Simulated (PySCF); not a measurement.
Spin–spin coupling constants

Bonds (- single, = double, # triple, : aromatic): B1-N2 1.413 Å, N2-C3 1.450 Å, C3-C4 1.552 Å, C4-N5 1.450 Å, N5-B1 1.413 Å. B1 carries H6; N2 carries H7; C3 carries H8, H9; C4 carries H10, H11; N5 carries H12.

Indirect spin–spin couplings were computed at B3LYP/pcJ-1 (spin–dipole term only in couplings to heteroatoms) (PySCF) on a PBE0-D3(BJ)/def2-SVP structure, for the isolated molecule, without vibrational or relativistic corrections. Couplings are averaged over pairs made equivalent by symmetry, fast rotation or ring inversion, so a value needn't be that of the named pair in this geometry, while other rotamers aren't included; one pair stands for each set, and the list holds those of at least 0.8 Hz over up to four bonds.

Isotopes: $^{11}$B, $^{1}$H, $^{13}$C, $^{15}$N.

```
   pair  bonds  J (Hz)
 B1, N2      1   -32.0
 B1, H6      1   151.9
 N2, C3      1    -9.9
 N2, H7      1   -94.3
 C3, C4      1       ?
 C3, H8      1       ?
 B1, C3      2       ?
 B1, H7      2     8.4
 N2, C4      2    -1.9
 N2, N5      2     3.5
 N2, H6      2       ?
 C3, H7      2     4.7
C3, H10      2    -2.3
 H8, H9      2    -9.7
 B1, H8      3     1.6
N2, H10      3    -1.2
N2, H12      3    -4.6
 C3, H6      3       ?
C3, H12      3       ?
 H6, H7      3     1.8
 H7, H8      3       ?
H8, H10      3       ?
H8, H11      3     7.3
H7, H12      4     1.9
```

Estimate the withheld couplings, with signs.

Results:


- $^{1}J$(C3,C4) = 38.2 Hz (bond length 1.552 Å)
- $^{1}J$(C3,H8) = 142.3 Hz (bond length 1.105 Å, sp3 carbon)
- $^{2}J$(B1,C3) = 3.0 Hz (angle at N2 112°)
- $^{2}J$(N2,H6) = -7.4 Hz (angle at B1 126°)
- $^{3}J$(C3,H6) = 6.9 Hz (dihedral angle 180°)
- $^{3}J$(C3,H12) = 8.1 Hz (dihedral angle 180°)
- $^{3}J$(H7,H8) = 1.0 Hz
- $^{3}J$(H8,H10) = 14.0 Hz
